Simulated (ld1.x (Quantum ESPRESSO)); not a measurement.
C (Z = 6), ultrasoft: configuration errors across variants

* Element: carbon
* Generator: ld1.x (Quantum ESPRESSO) 7.5
* Type: ultrasoft
* Functional: LDA (PZ)
* Relativity: scalar-relativistic
* Frozen core: [He]
* Valence charge: 4
* Reference configuration: 2s2 2p0 (charge +2)
* Partial waves: 2s (bound): rcut 0.75, rcutus 0.85 bohr; 2s channel at -1.2 Ry: rcut 0.75, rcutus 0.85 bohr; 2p (bound, empty): rcut 2.25, rcutus 2.75 bohr; 2p channel at -0.3 Ry: rcut 2.25, rcutus 2.75 bohr; 3d channel at 0.4 Ry: rcut 2.30, rcutus 2.45 bohr
* Local potential: all-electron potential smoothed inside 0.75 bohr (lloc = -2)
* Core correction: none
* Augmentation charge: built from norm-conserving waves at rcut, not smoothed further

All-electron excitation energies from the reference (eV): (1) 2s2 2p2 -35.247; (2) 2s2 2p1 -24.259; (3) 2s1 2p0 47.970; (4) 2s1 2p3 -27.006; (5) 2s0 2p4 -18.730; (6) 2s1 2p2 -15.765.

The overlap operator is not positive definite (basis up to 400 Ry) in “wave 2p channel at -0.3 Ry: rcut 2.25, rcutus 2.75 bohr becomes 2p channel at -1.78 Ry: rcut 2.25, rcutus 2.75 bohr”, “wave 2p channel at -0.3 Ry: rcut 2.25, rcutus 2.75 bohr becomes 2p channel at -1.39 Ry: rcut 2.25, rcutus 2.75 bohr”, “wave 2p channel at -0.3 Ry: rcut 2.25, rcutus 2.75 bohr becomes 2p channel at -1.04 Ry: rcut 2.25, rcutus 2.75 bohr”. Such files are unfit for use, however small their errors in these radial tests.

Tests that are not counted but printed errors over 1 eV. “wave 2p channel at -0.3 Ry: rcut 2.25, rcutus 2.75 bohr becomes 2p channel at -1.78 Ry: rcut 2.25, rcutus 2.75 bohr”: 2s0 2p4 (solver errors, printed error -105 eV). “wave 2p channel at -0.3 Ry: rcut 2.25, rcutus 2.75 bohr becomes 2p channel at -1.04 Ry: rcut 2.25, rcutus 2.75 bohr”: 2s0 2p4 (solver errors, printed error -105 eV).

A true bound ghost makes a file unfit for plane-wave use even where its test errors are small: the radial tests pick states by their node count and pass the ghost by.

Errors AE − PS in meV (a dash: test not solved or not reliable):

| change | (1) | (2) | (3) | (4) | (5) | (6) | bound ghosts |
| --- | --- | --- | --- | --- | --- | --- | --- |
| base | -634 | +33 | +81 | -924 | -1172 | +62 | p |
| wave 2p channel at -0.3 Ry: rcut 2.25, rcutus 2.75 bohr becomes 2p channel at -2.22 Ry: rcut 2.25, rcutus 2.75 bohr | +461 | +201 | +81 | +687 | +944 | +408 | none |
| wave 2p channel at -0.3 Ry: rcut 2.25, rcutus 2.75 bohr becomes 2p channel at -2.15 Ry: rcut 2.25, rcutus 2.75 bohr | +660 | +246 | +81 | +964 | +1290 | +492 | p |
| wave 2p channel at -0.3 Ry: rcut 2.25, rcutus 2.75 bohr becomes 2p channel at -2.03 Ry: rcut 2.25, rcutus 2.75 bohr | -661 | +44 | +81 | -947 | -1171 | +97 | p |
| wave 2p channel at -0.3 Ry: rcut 2.25, rcutus 2.75 bohr becomes 2p channel at -1.78 Ry: rcut 2.25, rcutus 2.75 bohr | -773 | +19 | +81 | -1159 | – | +25 | not determined (overlap not positive) |
| wave 2p channel at -0.3 Ry: rcut 2.25, rcutus 2.75 bohr becomes 2p channel at -1.39 Ry: rcut 2.25, rcutus 2.75 bohr | -1055 | -14 | +81 | -1571 | -2054 | -43 | not determined (overlap not positive) |
| wave 2p channel at -0.3 Ry: rcut 2.25, rcutus 2.75 bohr becomes 2p channel at -1.04 Ry: rcut 2.25, rcutus 2.75 bohr | -1069 | -19 | +81 | -1599 | – | -55 | not determined (overlap not positive) |
| wave 2p channel at -0.3 Ry: rcut 2.25, rcutus 2.75 bohr becomes 2p channel at 0.09 Ry: rcut 2.25, rcutus 2.75 bohr | -593 | +38 | +81 | -861 | -1088 | +72 | p |
| wave 2p channel at -0.3 Ry: rcut 2.25, rcutus 2.75 bohr becomes 2p channel at 1.86 Ry: rcut 2.25, rcutus 2.75 bohr | -374 | +69 | +81 | -528 | -636 | +140 | p |

Problem. Give the same row for: wave 2p channel at -0.3 Ry: rcut 2.25, rcutus 2.75 bohr becomes 2p channel at 4.79 Ry: rcut 2.25, rcutus 2.75 bohr.

Solution. -81, +92, +81, -46, +60, +190; bound ghosts: p.
